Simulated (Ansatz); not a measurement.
Ideal-gas functions of ClF$_{2}$HHfS, SMILES `[F][Hf]([F])([SH])[Cl]` at 800 K and 1 bar, from an Ansatz frequency run at PBE0-D4/def2-TZVP.

Molar mass 285.01 g/mol, point group C1 (symmetry number 1), electronic degeneracy 1, moments of inertia 253.592, 357.801, 422.212 u Å². Harmonic wavenumbers (cm⁻¹, unscaled): 78, 103, 112, 144, 157, 165, 360, 385, 521, 659, 667, 2681.

Use S(trans) = R[1.5 ln M + 2.5 ln T − 1.1517]; rotational temperatures θ = 24.2544 K / I; S(rot) = R[ln(√π/σ · √(T³/θAθBθC)) + 1.5]; for each mode x = 1.438777 ν̃/T, S = R[x/(eˣ − 1) − ln(1 − e⁻ˣ)] and H = RT x/(eˣ − 1); 1 cm⁻¹ = 0.0119627 kJ/mol; R = 8.31446 J/(mol·K).

**Question.** By hand: the entropy, in J/(mol·K).

**Answer.** Translation 199.9. Rotation: θ = 0.0956, 0.0678, 0.0574 K, giving 133.4. Vibration, mode by mode: 24.65, 22.35, 21.65, 19.57, 18.86, 18.45, 12.07, 11.53, 9.15, 7.37, 7.28, 0.39, in all 173.3. Electronic 0.0. Sum 506.6 J/(mol·K).

**Question.** By hand: H − E and G − E in kJ/mol, counted from the electronic energy.

**Answer.** Zero-point energy ½ × 6032 × 0.0119627 = 36.1; thermal vibration 56.1; translation, rotation and pV give 4 RT = 26.6. H − E = 118.8 kJ/mol, and G − E = 118.8 − 800 × 506.6/1000 = -286.5 kJ/mol.

Vibration gives 34 % of the entropy, 88.2 J/(mol·K) of it from the modes under 150 cm⁻¹: soft modes count most, and the harmonic formula is weakest for them. The sum counts one conformer and one mirror image; others add a mixing term.
